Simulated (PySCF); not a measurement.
Cr(O)2(OH)2 (CrH2O4), SMILES [OH][Cr](=[O])(=[O])[OH], multiplicity 1.

Geometry optimised at PBE-D3(BJ)/def2-SVP. A frequency run showed that this geometry is not a minimum. The multiplicity is an assumed one; other spin states were not compared. Other conformers were not sampled.

Method: PBE-D3(BJ)/def2-SVP in PySCF.

Frequencies are harmonic and unscaled.

Computed vibrational spectrum:
```json
[
 {"mode": "1", "ν (cm⁻¹)": "269i", "IR (km/mol)": "0.0", "moving atoms (share of kinetic energy)": "H 91 %, O 9 %"},
 {"mode": "2", "ν (cm⁻¹)": "192i", "IR (km/mol)": "304.7", "moving atoms (share of kinetic energy)": "H 97 %"},
 {"mode": "3", "ν (cm⁻¹)": "241", "IR (km/mol)": "6.5", "moving atoms (share of kinetic energy)": "O 77 %, H 14 %, Cr 10 %"},
 {"mode": "4", "ν (cm⁻¹)": "300", "IR (km/mol)": "0.0", "moving atoms (share of kinetic energy)": "O 100 %"},
 {"mode": "5", "ν (cm⁻¹)": "304", "IR (km/mol)": "6.9", "moving atoms (share of kinetic energy)": "O 73 %, Cr 26 %"},
 {"mode": "6", "ν (cm⁻¹)": "319", "IR (km/mol)": "23.6", "moving atoms (share of kinetic energy)": "O 67 %, Cr 19 %, H 14 %"},
 {"mode": "7", "ν (cm⁻¹)": "426", "IR (km/mol)": "0.0", "moving atoms (share of kinetic energy)": "O 89 %, Cr 10 %"},
 {"mode": "8", "ν (cm⁻¹)": "594", "IR (km/mol)": "196.6", "moving atoms (share of kinetic energy)": "H 58 %, O 40 %"},
 {"mode": "9", "ν (cm⁻¹)": "698", "IR (km/mol)": "74.3", "moving atoms (share of kinetic energy)": "H 86 %, O 13 %"},
 {"mode": "10", "ν (cm⁻¹)": "736", "IR (km/mol)": "93.8", "moving atoms (share of kinetic energy)": "O 83 %, Cr 13 %"},
 {"mode": "11", "ν (cm⁻¹)": "826", "IR (km/mol)": "44.4", "moving atoms (share of kinetic energy)": "O 41 %, Cr 35 %, H 24 %"},
 {"mode": "12", "ν (cm⁻¹)": "1063", "IR (km/mol)": "94.7", "moving atoms (share of kinetic energy)": "O 78 %, Cr 22 %"},
 {"mode": "13", "ν (cm⁻¹)": "1073", "IR (km/mol)": "130.3", "moving atoms (share of kinetic energy)": "O 70 %, Cr 30 %"},
 {"mode": "14", "ν (cm⁻¹)": "3718", "IR (km/mol)": "396.6", "moving atoms (share of kinetic energy)": "H 94 %"},
 {"mode": "15", "ν (cm⁻¹)": "3723", "IR (km/mol)": "1.7", "moving atoms (share of kinetic energy)": "H 94 %"}
]
```
